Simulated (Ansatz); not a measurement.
`[CH3][Mo]([OH])(=[S])=[S]` + `CNC` → `C[N](C)[Mo]([OH])(=[S])=[S]` + CH₄ at 700 K and 1 bar (ligand exchange at a Mo–C bond).

Gas-phase electronic energies from Ansatz, PBE0-D4/def2-TZVP geometries. CCSD(T)/CBS is the MP2 limit (def2-TZVPP, def2-QZVPP) plus CCSD(T) − MP2 in def2-TZVPP, frozen cores. This one scheme is used for every species. def2 core potentials past Kr. For Mo outer-core shells are correlated without core-valence functions, which leaves a few kJ/mol of doubt a bond. One conformer a species, not always the lowest.

| species | CCSD(T)/CBS energy (Eh) | H − E (kJ/mol) | S (J/(mol·K)) |
| --- | --- | --- | --- |
| `[CH3][Mo]([OH])(=[S])=[S]` | -979.43620 | 217.5 | 485.2 |
| `CNC` | -135.00321 | 296.9 | 352.4 |
| `C[N](C)[Mo]([OH])(=[S])=[S]` | -1074.01669 | 369.0 | 601.6 |
| CH₄ | -40.46206 | 145.9 | 224.0 |

H − E and S are ideal-gas, rigid-rotor, harmonic terms from PBE0-D4/def2-TZVP, for one conformer and one mirror image of each species. 1 Eh = 2625.50 kJ/mol, R = 8.31446 J/(mol·K).

Task: By hand: ΔE, ΔH, ΔS and ΔG.

Result: ΔE = (-1074.01669) + (-40.46206) − (-979.43620) − (-135.00321) = -0.03934 Eh = -103.3 kJ/mol. Δ(H − E) = 369.0 + 145.9 − 217.5 − 296.9 = 0.5, so ΔH = -102.8 kJ/mol. ΔS = 601.6 + 224.0 − 485.2 − 352.4 = -12.0 J/(mol·K). ΔG = -102.8 − 700 × (-12.0)/1000 = -94.4 kJ/mol.

Task: By hand: the equilibrium constant, and the temperature at which ΔG would vanish if ΔH and ΔS stayed fixed.

Result: log₁₀ K = −ΔG/(RT ln 10) = 7.0. ΔG = 0 at ΔH/ΔS = 8567 K, far beyond where these terms or the molecules hold.

The number of gas molecules stays the same, so ΔS is small and ΔH decides. A doubt of 5 kJ/mol in ΔE shifts log₁₀ K by 0.4 here. Other conformers and mirror images would add mixing entropy, several J/(mol·K) or more a flexible species. Modes under 60 cm⁻¹, often nearly free rotors, make the harmonic entropy too high. These are equilibria of isolated gas molecules and say nothing of rates. Largest T1 diagnostic: 0.025 (customary marks: 0.02 for closed shells, 0.045 for open ones).
